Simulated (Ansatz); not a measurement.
Basis sets compared for `[C-]#[N+]C12CC3C4CC5CC3C(C1)C(C5)C4C2`. The state is a singlet with charge 0. Geometry PBE-D4/def2-SVP. Ansatz on 2 threads of AMD EPYC 7R13 on a shared host and a share (18 GiB) of an NVIDIA H100 80GB HBM3; times are rough, and most runs start from earlier orbitals.

Cartesian coordinates in Å:
```
C -1.185 -1.402 4.428
N -0.892 -1.055 3.332
C -0.539 -0.637 2.013
C -0.226 -1.873 1.137
C 0.153 -1.418 -0.279
C 1.404 -0.506 -0.245
C 1.782 -0.055 -1.665
C 0.614 0.726 -2.293
C -0.629 -0.181 -2.350
C -1.011 -0.632 -0.931
C -1.326 0.594 -0.038
C -1.711 0.148 1.379
C -0.078 1.511 -0.003
C 0.303 1.958 -1.423
C 1.084 0.719 0.647
C 0.710 0.274 2.067
H -1.115 -2.537 1.114
H 0.603 -2.447 1.602
H 0.375 -2.315 -0.898
H 2.250 -1.070 0.208
H 2.694 0.579 -1.630
H 2.031 -0.941 -2.289
H 0.888 1.051 -3.319
H -1.480 0.363 -2.816
H -0.428 -1.069 -2.987
H -1.910 -1.287 -0.974
H -2.176 1.157 -0.482
H -1.949 1.024 2.018
H -2.613 -0.499 1.358
H -0.302 2.402 0.624
H 1.185 2.632 -1.384
H -0.529 2.543 -1.871
H 1.983 1.373 0.700
H 0.492 1.151 2.711
H 1.546 -0.283 2.539
```

Single mean-field runs in def2-TZVP are fitted with def2-universal-jkfit.

Binding counts from free atoms (C triplet, N quartet, H doublet) in the same basis, without a counterpoise term.

```csv
level,functions,energy (Eh),HOMO (eV),LUMO (eV),binding per atom (eV),wall time
PBE-D4/def2-SVP,319,-636.5504,-6.54,-0.06,4.93,7.5 s
PBE0-D4/def2-SVP,319,-636.6477,-8.01,0.92,4.86,10 s
```

**Question.** Estimate the rows for PBE-D4/def2-TZVP, PBE0-D4/def2-TZVP.

**Answer.** 
```json
{"level": "PBE-D4/def2-TZVP", "functions": "610", "energy (Eh)": "-637.2086", "HOMO (eV)": "-6.72", "LUMO (eV)": "-0.38", "binding per atom (eV)": "4.85", "wall time": "15 s"}
{"level": "PBE0-D4/def2-TZVP", "functions": "610", "energy (Eh)": "-637.2972", "HOMO (eV)": "-7.99", "LUMO (eV)": "0.42", "binding per atom (eV)": "4.78", "wall time": "11 s"}
```
